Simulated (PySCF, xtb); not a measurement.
oxetane-3-carbaldehyde (C₄H₆O₂), SMILES O=CC1COC1. Other conformers were not sampled.

Harmonic wavenumbers (cm⁻¹) from GFN2-xTB in xtb 6.7.1 at its own minimum, in rising order: 50, 88, 316, 325, 460, 789, 868, 878, 919, 1022, 1038, 1080, 1098, 1109, 1120, 1151, 1191, 1249, 1251, 1283, 1378, 1467, 1476, 1792, 2765, 2929, 2929, 2955, 2957, 3004.

Problem. What does PBE-D3(BJ)/def2-SVP (PySCF) give at its own minimum? (An estimate is asked for; the answer gives what the named calculation found.)

Solution. 56, 79, 312, 318, 453, 800, 841, 858, 906, 945, 1045, 1050, 1054, 1115, 1134, 1147, 1190, 1258, 1258, 1328, 1369, 1437, 1466, 1799, 2749, 2928, 2941, 2983, 2984, 3058. Paired by order, the mean absolute difference is 18 cm⁻¹ and the zero-point energies are 58.5 and 58.4 kcal/mol.
